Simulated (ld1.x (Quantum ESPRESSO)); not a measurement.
**A failed generation for thallium**

Input:

```
&input
   title='Tl', zed=81., rel=1, dft='PBE', iswitch=3,
   config='[Xe] 4f14 5d10 6s2 6p0.5',
   nld=3, rlderiv=3.55, eminld=-3.0, emaxld=5.0, deld=0.02
 /
 &inputp
   pseudotype=3, lpaw=.true., tm=.true., lloc=-1, rcloc=2.60,
   nlcc=.true., rcore=1.75,
   which_augfun='BESSEL', rmatch_augfun=1.60,
   file_pseudopw='Tl.UPF', file_wfcaegen='ae.wfc', file_wfcncgen='nc.wfc', file_beta='beta', file_chi='chi', file_wfcusgen='us.wfc'
 /
6
6S  1  0   2.00   0.00  1.34  1.42  0.0
6S  1  0   0.00   0.45  1.34  1.42  0.0
6P  2  1   0.50   0.00  2.50  3.25  0.0
6P  2  1   0.00   2.35  2.50  3.25  0.0
5D  3  2  10.00   0.00  2.00  2.15  0.0
5D  3  2   0.00  -1.05  2.00  2.15  0.0
 &test
   configts(1)='5d10 6s2 6p0.5'
 /
```

```bash
ld1.x < Tl.in > Tl.out
```

End of the output:

```
       Zero norm: self consistency problem; state:  1 (l=  2, j=0.0)
       Zero norm: self consistency problem; state:  2 (l=  0, j=0.0)
       Zero norm: self consistency problem; state:  3 (l=  1, j=0.0)

 %%%%%%%%%%%%%%%%%%%%%%%%%%%%%%%%%%%%%%%%%%%%%%%%%%%%%%%%%%%%%%%%%%%%%%%%%%%%%%
     Error in routine run_pseudo (1):
     Errors in PS-KS equation
 %%%%%%%%%%%%%%%%%%%%%%%%%%%%%%%%%%%%%%%%%%%%%%%%%%%%%%%%%%%%%%%%%%%%%%%%%%%%%%

     stopping ...
```

Task: Why did it fail, and what change makes it run?

Result: The run stopped because the pseudo-atom solver did not find the valence states with the expected number of nodes, which is the usual sign of a ghost state. A run that differs only in the following succeeds: waves 6s (bound): rcut 2.00, rcutus 2.20 bohr; 6s channel at 0.45 Ry: rcut 2.00, rcutus 2.20 bohr. The answer isn't unique; the calculation gave this one.
